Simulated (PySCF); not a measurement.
Input of a run (PBE/6-31G* geometry optimisation, gas phase (PySCF 2.14.0)), started from GFN2-xTB:
```
{"job": {"xc": "PBE", "basis": "6-31G*", "grid": 1, "kind": "geom"}, "charge": 0, "multiplicity": 1}
N      4.338977     0.315870     0.546465
C      3.583985    -0.689044    -0.192781
C      2.148606    -0.462239    -0.196805
C      0.983008    -0.155007    -0.117636
C     -0.342771     0.137570    -0.067634
C     -1.514756     0.418470    -0.007548
C     -2.924587     0.729426     0.046714
C     -3.735042    -0.314348    -0.721343
F     -5.071789    -0.005967    -0.658912
H      4.182686     1.237010     0.149998
H      4.035700     0.342877     1.514626
H      3.952689    -0.697117    -1.225080
H      3.795068    -1.667416     0.254441
H     -3.258891     0.750929     1.088926
H     -3.102982     1.717431    -0.389554
H     -3.460127    -0.334264    -1.781163
H     -3.616775    -1.312151    -0.286230
```

Output (energies in Eh, forces in Eh/bohr):
```
step   0  E = -425.48256884  max force = 0.039213
step   1  E = -425.48729043  max force = 0.003343
step   2  E = -425.48741036  max force = 0.001518
step   3  E = -425.48743267  max force = 0.000332
step   4  E = -425.48743858  max force = 0.000283
optimisation converged
```

Summarise the run.

The energy falls by 0.133 eV over 5 energy and gradient evaluations, the largest force component goes from 0.0392 to 2.8e-04 Eh/bohr, and the atoms move by 0.059 Å rms after alignment. Among the bonds, C3≡C4 and C5≡C6 change most and about equally (+0.024 Å). Bonds longer at the end by more than 0.005 Å: 15 of 16; shorter: 0. Among the angles that change most is H10–N1–H11, from 107.6° to 104.9°. The energy never rose by more than 1e-6 Eh on the way. The first step brought 97 % of the lowering.

What are the final bond lengths?

N1–C2 1.477 Å, C2–C3 1.468 Å, C3≡C4 1.232 Å, C4–C5 1.362 Å, C5≡C6 1.231 Å, C6–C7 1.456 Å, C7–C8 1.538 Å, C8–F9 1.393 Å, N1–H10 1.028 Å, N1–H11 1.028 Å, C2–H12 1.107 Å, C2–H13 1.107 Å, C7–H14 1.107 Å, C7–H15 1.107 Å, C8–H16 1.105 Å, C8–H17 1.105 Å. Numbering counts from 1 in the input's order; the species is `NCC#CC#CCCF`.

The run used 142 basis functions and 41 SCF cycles in all. Time: 50 s; peak memory 0.61 GiB. Hardware: an Arm Neoverse V2 with one thread, no GPU, on a shared host.

No frequency check. The numbers are those of one conformer.

Shape of the structure used: `[NH2:1][CH2:2][C:3]#[C:4][C:5]#[C:6][CH2:7][CH2:8][F:9]`: C6–C7–C8–F9 180°, H–N1–C2–C3 -57°, H–N1–C2–C3 57°.
